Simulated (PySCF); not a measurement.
Compound: C4H4N2O3.
Z-matrix (Å and degrees, GFN2-xTB geometry), rows numbered from 1:
```
C 
O   1  1.4239
C   2  1.3246  1  115.72
O   3  1.2024  2  125.50  1    -0.01
C   3  1.4833  2  110.96  1   179.98
N   5  1.2990  3  128.37  2    -0.09
N   6  1.3362  5  107.10  3  -179.93
C   7  1.2936  6  106.77  5    -0.01
O   8  1.3338  7  112.40  6     0.01
H   1  1.0920  2  110.27  3    60.23
H   1  1.0920  2  110.27  3   -59.91
H   1  1.0863  2  105.96  3  -179.85
H   8  1.0703  7  127.22  6   179.98
```

Computed at PBE0/pcSseg-1 (PySCF, non-relativistic), with Q(17O) = −0.0256 b, Q(14N) = 0.02044 b: O2, 17O (I = 5/2): χzz = -10.42 MHz, η = 0.342; O4, 17O (I = 5/2): χzz = 9.862 MHz, η = 0.181; N6, 14N (I = 1): χzz = -5.621 MHz, η = 0.019; N7, 14N (I = 1): χzz = -5.443 MHz, η = 0.132; O9, 17O (I = 5/2): χzz = -7.966 MHz, η = 0.122.

Question: Find the zero-field quadrupole resonance frequencies of 17O at O2.

Answer: From the eigenvalues of H = χ/[4I(2I − 1)] × [3Iz² − I(I + 1) + η(Ix² − Iy²)], steps between neighbouring levels, labelled as for η = 0: ±1/2↔±3/2 1.750 MHz, ±3/2↔±5/2 3.056 MHz (ester single-bonded oxygen).

Question: Where would the pure quadrupole (NQR) lines of 17O at O4 fall for the rigid, isolated species?

Answer: From the eigenvalues of H = χ/[4I(2I − 1)] × [3Iz² − I(I + 1) + η(Ix² − Iy²)], steps between neighbouring levels, labelled as for η = 0: ±1/2↔±3/2 1.532 MHz, ±3/2↔±5/2 2.939 MHz (ester carbonyl oxygen).

Question: Where would the pure quadrupole (NQR) lines of 14N at N6 fall for the rigid, isolated species?

Answer: From ν± = (3/4)|χ|(1 ± η/3) and ν0 = |χ|η/2: ν+ 4.242 MHz, ν− 4.189 MHz, ν0 0.053 MHz (pyridine-type nitrogen).

Question: Find the zero-field quadrupole resonance frequencies of 14N at N7.

Answer: From ν± = (3/4)|χ|(1 ± η/3) and ν0 = |χ|η/2: ν+ 4.262 MHz, ν− 3.903 MHz, ν0 0.358 MHz (pyridine-type nitrogen).

Question: Where would the pure quadrupole (NQR) lines of 17O at O9 fall for the rigid, isolated species?

Answer: From the eigenvalues of H = χ/[4I(2I − 1)] × [3Iz² − I(I + 1) + η(Ix² − Iy²)], steps between neighbouring levels, labelled as for η = 0: ±1/2↔±3/2 1.214 MHz, ±3/2↔±5/2 2.383 MHz (furan-type oxygen).

In a crystal, neighbours and librations shift these lines. GFN2-xTB bond lengths can be off by several hundredths of an ångström, more for odd bonds, and the gradients follow them. With a basis this small, the couplings can be 20 % off.

The run behind these numbers computed NMR shieldings as well. The run took 28 s (grids of density and orbitals included) on an Arm Neoverse V1 with one thread, shared host with 32 logical CPUs at a one-minute load of 13, and the process peaked at 0.76 GiB of memory.

One conformer stands for the species.
